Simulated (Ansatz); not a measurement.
Ideal-gas functions of `[CH2]Br` radical at 400 K and 1 bar, from an Ansatz frequency run at PBE0-D4/def2-TZVP.

Molar mass 93.93 g/mol, point group C2v (symmetry number 2), electronic degeneracy 2, moments of inertia 1.831, 44.092, 45.923 u Å². Harmonic wavenumbers (cm⁻¹, unscaled): 183, 729, 929, 1383, 3190, 3345.

Use S(trans) = R[1.5 ln M + 2.5 ln T − 1.1517]; rotational temperatures θ = 24.2544 K / I; S(rot) = R[ln(√π/σ · √(T³/θAθBθC)) + 1.5]; for each mode x = 1.438777 ν̃/T, S = R[x/(eˣ − 1) − ln(1 − e⁻ˣ)] and H = RT x/(eˣ − 1); 1 cm⁻¹ = 0.0119627 kJ/mol; R = 8.31446 J/(mol·K).

Q: By hand: the entropy, in J/(mol·K).

A: Translation 171.6. Rotation: θ = 13.2465, 0.5501, 0.5282 K, giving 80.6. Vibration, mode by mode: 11.94, 2.33, 1.32, 0.35, 0.00, 0.00, in all 15.9. Electronic 5.8. Sum 273.9 J/(mol·K).

Q: By hand: H − E and G − E in kJ/mol, counted from the electronic energy.

A: Zero-point energy ½ × 9759 × 0.0119627 = 58.4; thermal vibration 3.6; translation, rotation and pV give 4 RT = 13.3. H − E = 75.3 kJ/mol, and G − E = 75.3 − 400 × 273.9/1000 = -34.3 kJ/mol.

Vibration gives 6 % of the entropy.
